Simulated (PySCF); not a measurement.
One of the candidates below gave these computed data.

All candidates are C4H11ClOSi2.

* UV, strongest line: among the 10 lowest singlet transitions: S4 at 8.21 eV (151 nm, f = 0.157) [TDDFT CAM-B3LYP/def2-SVPD]
* 13C NMR: chemical shifts (computed TMS as zero) by class: 61.2 (1 C), 24.1 (1 C), 11.9 (1 C), -6.6 (1 C) ppm [GIAO HF/pcSseg-1]
* Dipole: 3.06 D [CAM-B3LYP/def2-SVPD]
* Rotational structure: rotational constants A, B, C: 1.685, 0.849, 0.696 GHz [PBE0-D3(BJ)/def2-SVP]
* 1H NMR: chemical shifts (computed TMS as zero) by class: 3.92 (1 H), 3.88 (3 H), 3.32 (1 H), 1.76 (1 H), 1.64 (1 H), 0.72 (1 H), 0.31 (1 H), -0.27 (1 H), -0.43 (1 H) ppm [GIAO HF/pcSseg-1]
* Polarisability: 112.2 au [CAM-B3LYP/def2-SVPD]

Gas-phase values; electronic properties from PySCF, density fitting. Levels stand in brackets. One conformer (not necessarily the lowest) at the PBE0-D3(BJ)/def2-SVP geometry, without solvent, vibrations or thermal averaging. NMR values are class means; diastereotopic atoms form classes of their own.

Problem. Which candidate is it?
A. `[SiH3]O[Si]1(Cl)CCCC1`
B. `[SiH3]O[Si@@H](Cl)CC1CC1`
C. `ClC[SiH2]O[SiH2]C1CC1`
D. `C[Si@]1(CCl)CC[SiH2]O1`
E. `[SiH3]C[Si@]1(Cl)CCCO1`

Solution. E. It is `[SiH3]C[Si@]1(Cl)CCCO1`. Numbering: `[SiH3:1][CH2:2][Si@:3]1([Cl:4])[CH2:5][CH2:6][CH2:7][O:8]1`. Its formula, C4H11ClOSi2, gives 1 degree of unsaturation: 1 ring and 0 π bonds in the structure found. 4 carbons fall into 4 classes; from least to most shielded: ring sp3 carbon bound to oxygen [C7] (61.2 ppm), ring CH2 carbon [C6] (24.1 ppm), ring sp3 carbon bound to silicon [C5] (11.9 ppm), chain sp3 carbon bound to silicon [C2] (-6.6 ppm). Hydrogen classes from least to most shielded: 1 H on an sp3 carbon bound to oxygen, C7 (3.92 ppm), 3 H on an SiH3 silicon, Si1 (3.88 ppm), 1 H on an sp3 carbon bound to oxygen, C7 (3.32 ppm), 1 H on a ring CH2 carbon, C6 (1.76 ppm), 1 H on a ring CH2 carbon, C6 (1.64 ppm), 1 H on an sp3 carbon bound to silicon, C5 (0.72 ppm), 1 H on an sp3 carbon bound to silicon, C5 (0.31 ppm), 1 H on an sp3 carbon bound to silicon, C2 (-0.27 ppm), 1 H on an sp3 carbon bound to silicon, C2 (-0.43 ppm). The optimised geometry has point group C1 and is an asymmetric top.

The others, at the same levels:
- `[SiH3]O[Si@@H](Cl)CC1CC1` fails: its computed 13C shifts are 20.6 (1 C), 4.1 (1 C), 3.3 (1 C), -1.3 (1 C) ppm, 1H shifts are 4.76 (1 H), 4.48 (3 H), 1.18 (1 H), 0.53 (1 H), 0.45 (1 H), 0.38 (1 H), 0.01 (1 H), -0.08 (1 H), -0.31 (1 H) ppm and strongest line among the 10 lowest singlet transitions is S10 at 8.50 eV (146 nm, f = 0.069) (against S4 at 8.21 eV).
- `[SiH3]O[Si]1(Cl)CCCC1` fails: it has 2 carbon classes against 4; its computed 13C shifts are 23.4 (2 C), 13.0 (2 C) ppm, 1H shifts are 4.49 (3 H), 1.37 (2 H), 1.37 (2 H), 0.55 (2 H), 0.53 (2 H) ppm and static isotropic polarisability is 110.0 au (against 112.2 au).
- `ClC[SiH2]O[SiH2]C1CC1` fails: it has 3 carbon classes against 4; its computed 13C shifts are 27.5 (1 C), -1.6 (2 C), -9.0 (1 C) ppm, 1H shifts are 4.31 (2 H), 4.08 (2 H), 2.84 (2 H), 0.60 (2 H), 0.19 (2 H), -0.48 (1 H) ppm and static isotropic polarisability is 114.3 au (against 112.2 au).
- `C[Si@]1(CCl)CC[SiH2]O1` fails: its computed 13C shifts are 31.4 (1 C), 4.7 (1 C), 4.0 (1 C), -4.0 (1 C) ppm, 1H shifts are 4.51 (1 H), 4.37 (1 H), 2.83 (1 H), 2.60 (1 H), 0.93 (1 H), 0.76 (1 H), 0.58 (1 H), 0.37 (1 H), 0.27 (3 H) ppm and static isotropic polarisability is 109.7 au (against 112.2 au).

Each candidate is one conformer, not necessarily the lowest. Dipoles, sizes and rotational constants follow the conformer. The torsions of the flexible species, by atom-mapped SMILES:
- `[SiH3:1][O:2][Si@@H:3]([Cl:4])[CH2:5][CH:6]1[CH2:7][CH2:8]1`: Si1–O2–Si3–Cl4 -15°, O2–Si3–C5–C6 -179°, Si3–C5–C6–C7 -155°
- `[Cl:1][CH2:2][SiH2:3][O:4][SiH2:5][CH:6]1[CH2:7][CH2:8]1`: Cl1–C2–Si3–O4 180°, C2–Si3–O4–Si5 166°, Si3–O4–Si5–C6 132°, O4–Si5–C6–C7 152°

The conformers of `[SiH3]C[Si@]1(Cl)CCCO1`, `[SiH3]O[Si]1(Cl)CCCC1` and `C[Si@]1(CCl)CC[SiH2]O1` aren't listed.
